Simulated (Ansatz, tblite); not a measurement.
Two members of one family ((HgO)n off), computed with Ansatz in the gas phase; def2 core potentials for Hg, no spin–orbit coupling. The two geometries come from different levels. Binding counts from free atoms in the multiplicity of their measured ground term, without zero-point energy. Singlets are spin-restricted. The structures are stationary points that may keep the symmetry of their start. Remarks come from the PBE and PBE0 runs and from stability tests at other levels; not every state was tested.

First: Hg2O (singlet, charge 0, PBE-D4/def2-TZVP geometry).

```csv
atom,x (Å),y (Å),z (Å)
Hg1,1.2188,1.6041,-0.3789
Hg2,-1.2180,-1.6046,0.3795
O3,-0.0009,0.0005,-0.0006
```

```
              level  HOMO (eV)  LUMO (eV)  gap (eV)  binding per atom (eV)
    PBE-D4/def2-SVP      -5.68      -4.38      1.31                   0.53
   PBE-D4/def2-TZVP      -5.80      -4.45      1.36                   0.55
r2SCAN-D4/def2-TZVP      -6.12      -4.40      1.73                   0.42
   PBE0-D4/def2-SVP      -6.75      -3.65      3.10                   0.25
  PBE0-D4/def2-TZVP      -6.76      -3.74      3.02                   0.27
```

The relaxed triplet lies at -0.29 eV (BHLYP-D4/def2-TZVP) to 0.31 eV (PBE-D4/def2-TZVP) from the singlet, so the order hangs on the level. The relaxed quintet lies at 3.77 eV (BHLYP-D4/def2-TZVP) to 4.82 eV (PBE-D4/def2-TZVP) from the singlet. Remarks: spin states tie at PBE0.

Second: Hg4O5 (with 2 O–O bonds) (singlet, charge 0, B3LYP-D4/def2-SVP geometry).

```xyz
9

Hg    1.086   -1.174    0.809
Hg    0.986    1.291   -0.959
Hg   -1.797   -0.260    0.526
Hg    3.039   -3.416    2.105
O    -0.671    2.391   -1.498
O    -0.774   -1.740    1.465
O    -1.756    1.516   -1.702
O     2.391    0.021   -0.227
O    -2.504    1.370   -0.519
```

Question: Estimate how these quantities change from the first to the second (second minus first).

Answer: 
```
              level  Δ HOMO (eV)  Δ LUMO (eV)  Δ gap (eV)  Δ binding per atom (eV)
    PBE-D4/def2-SVP        -0.17         0.72        0.89                     1.17
   PBE-D4/def2-TZVP        -0.20         0.68        0.88                     1.18
r2SCAN-D4/def2-TZVP        -0.06         0.73        0.78                     1.12
   PBE0-D4/def2-SVP        -0.22         0.76        0.98                     1.08
  PBE0-D4/def2-TZVP        -0.34         0.77        1.11                     1.11
```
